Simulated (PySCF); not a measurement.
# Basis and Hamiltonian dependence of the ionisation energy of Mo

Mo [Kr] 4d5 5s1 (7S) → Mo⁺ [Kr] 4d5 (6S). All values are computed (PySCF 2.14, energy differences of UHF-based or UKS calculations, no spin-orbit coupling). Values in eV.

| basis | Hamiltonian | functions | UHF | LDA | PBE0 | MP2 (valence) | CCSD(T) (valence) | CCSD(T) (valence and next inner shell) |
| --- | --- | --- | --- | --- | --- | --- | --- | --- |
| def2-SVP with the def2 core potential (28 electrons) | ECP | 31 | 6.301 | 7.840 | n/a | 6.699 | n/a | n/a |
| cc-pVDZ-PP with ECP28MDF | ECP | 38 | 6.257 | 7.769 | n/a | 6.691 | n/a | n/a |
| x2c-SVPall | spin-free X2C | 53 | 6.268 | 7.709 | 7.192 | 6.629 | n/a | n/a |
| def2-TZVPPD with the def2 core potential (28 electrons) | ECP | 56 | 6.269 | 7.782 | 7.250 | 6.797 | 6.852 | 7.065 |
| cc-pVTZ-PP with ECP28MDF | ECP | 63 | 6.244 | n/a | 7.244 | 6.786 | n/a | n/a |
| aug-cc-pwCVDZ-PP with ECP28MDF | ECP | 70 | 6.246 | 7.783 | 7.247 | 6.785 | 6.849 | 7.080 |
| x2c-TZVPPall | spin-free X2C | 79 | 6.255 | 7.716 | 7.194 | 6.786 | 6.840 | 7.042 |
| def2-QZVPPD with the def2 core potential (28 electrons) | ECP | 81 | 6.280 | 7.817 | 7.279 | 6.841 | 6.907 | 7.112 |
| aug-cc-pVTZ-PP with ECP28MDF | ECP | 88 | 6.243 | 7.785 | 7.244 | 6.815 | 6.888 | n/a |
| x2c-TZVPPall with one added diffuse shell each of s, p, d, f type | spin-free X2C | 95 | 6.255 | 7.716 | 7.194 | 6.805 | 6.874 | 7.074 |
| aug-cc-pVTZ-DK | spin-free X2C | 102 | 6.251 | 7.731 | 7.200 | 6.825 | 6.899 | n/a |
| x2c-QZVPPall | spin-free X2C | 111 | 6.250 | 7.714 | 7.193 | 6.818 | n/a | n/a |
| aug-cc-pVTZ-PP with one added diffuse shell each of s, p, d, f, g type with ECP28MDF | ECP | 113 | 6.243 | 7.785 | 7.244 | 6.815 | n/a | n/a |
| aug-cc-pwCVTZ-PP with ECP28MDF | ECP | 122 | 6.241 | 7.780 | 7.243 | 6.815 | n/a | n/a |

Frozen in the all-electron rows: valence: [Kr]; valence and next inner shell: [Ar] 3d10; with a core potential, the same shells as far as they lie outside it.

Reference for a calculation without spin-orbit coupling: 7.092 eV (measured, between term centres; NIST).
